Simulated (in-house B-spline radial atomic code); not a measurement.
Results of a calculation; reference values are marked as such.
## Ghost states of the separable form: Ga

Ga, [Ar] 3d10 4s2 4p1, non-relativistic LDA (VWN5), spherical and spin-unpolarised, from a B-spline radial code for spherical atoms (atomic units; all potentials screened as in the neutral atom).

Troullier-Martins channels: 4s (ε = -0.3280, r_c = 2.137 bohr), 4p (ε = -0.1016, r_c = 2.797 bohr), 3d (ε = -0.7362, r_c = 1.75 bohr). In the Kleinman-Bylander form one channel serves as the local potential, and each other channel l becomes |δV u><u δV|/<u|δV|u>, with δV = V_l − V_local and u the pseudo-orbital. Its strength is E_KB = <u|δV²|u>/<u|δV|u>. By the analysis of Gonze, Stumpf and Scheffler a spurious state lies below the reference level ε if E_KB > 0 and ε is above the second level of the local potential alone, or if E_KB < 0 and ε is above its first. The table's levels are those of angular momentum l in a sphere of 9 bohr, whose wall can lift a shallow ε a little above its free-atom value.

```
local  channel     <u δV u>  <u δV² u>        ε  first local level  second local level
    p        s     0.014199    0.10119  -0.3280            -0.3916              0.0176
    p        d      -7.5703     90.306  -0.7362             0.0901              0.3191
    s        p  -0.00016342   0.032682  -0.0998            -0.1051              0.1287
    s        d       -8.793     118.19  -0.7362             0.0889              0.3141
    d        p     0.086746    0.70672  -0.0998            -6.1355             -0.0832
    d        s      0.31117     3.7694  -0.3280           -11.8351             -1.2217
```

Apply the rule to each row.

Local p, channel s: E_KB = +7.13, so ε = -0.3280 is set against 0.0176: no ghost. Local p, channel d: E_KB = -11.9, so ε = -0.7362 is set against 0.0901: no ghost. Local s, channel p: E_KB = -200, so ε = -0.0998 is set against -0.1051: a ghost. Local s, channel d: E_KB = -13.4, so ε = -0.7362 is set against 0.0889: no ghost. Local d, channel p: E_KB = +8.15, so ε = -0.0998 is set against -0.0832: no ghost. Local d, channel s: E_KB = +12.1, so ε = -0.3280 is set against -1.2217: a ghost.

Diagonalising the separable Hamiltonian gives:

| local | channel | three lowest levels | all-electron, two lowest valence levels |
| --- | --- | --- | --- |
| p | s | -0.3280, 0.0434, 0.3589 | -0.3280, 0.0433 |
| p | d | -0.7362, 0.0977, 0.3471 | -0.7362, 0.0952 |
| s | p | -192.7340, -0.0998, 0.1307 | -0.0998, 0.1306 |
| s | d | -0.7362, 0.0970, 0.3437 | -0.7362, 0.0952 |
| d | p | -0.0998, 0.1303, 0.4677 | -0.0998, 0.1306 |
| d | s | -4.8689, -0.3280, 0.0433 | -0.3280, 0.0433 |

Which choices of local channel are safe?

Free of ghosts: p. With s local the p channel has a ghost 192.63 hartree below ε, since the attractive projector pulls a state below the first local level. With d local the s channel has a ghost 4.54 hartree below ε, since the local potential binds more than one state below ε, and a repulsive term of rank one raises each level at most to the next, so it clears only one of them. Among the safe choices the second level, which tests transfer, is off by at most 2.5 millihartree (p local). A small <u δV u> makes E_KB large and sensitive.
